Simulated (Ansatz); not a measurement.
AlCl$_{3}$H$_{2}$Se, SMILES `[Cl][Al-]([Cl])([Cl])[SeH2+]`, relaxed with RKS PBE0-D4/def2-TZVP in Ansatz 0.2.0 from a GFN2-xTB geometry. The force threshold is 0.005 eV/Å; the program also tests the step.

The species carries charge 0 and has multiplicity 1.

Start:

```xyz
7

Cl   -0.551   -1.355    2.146
Al    0.367   -1.124    0.337
Cl    2.398   -0.977    0.221
Cl   -0.675   -1.614   -1.354
Se   -0.147    1.736    0.115
H    -1.553    1.557   -0.168
H     0.161    1.777   -1.296
```

(1) By how much does the energy fall, and how many steps does the optimiser take? (An estimate is asked.)

(2) Which bonds change most? (Estimate.)

(3) Give the relaxed structure. (Estimate.)

Answers

(1) Ansatz gave: 4.81 kcal/mol, in 6 steps, 1 of them rejected.

(2) Computed: Al2–Se5 from 2.914 to 2.601 Å; Al2–Cl3 from 2.040 to 2.102 Å; Cl1–Al2 from 2.041 to 2.102 Å; Al2–Cl4 from 2.046 to 2.103 Å.

(3) The calculation gave: 
```xyz
7

Cl   -0.585   -1.306    2.159
Al    0.315   -0.948    0.293
Cl    2.414   -0.921    0.200
Cl   -0.705   -1.652   -1.406
Se   -0.105    1.615    0.156
H    -1.543    1.493   -0.125
H     0.210    1.719   -1.276
```
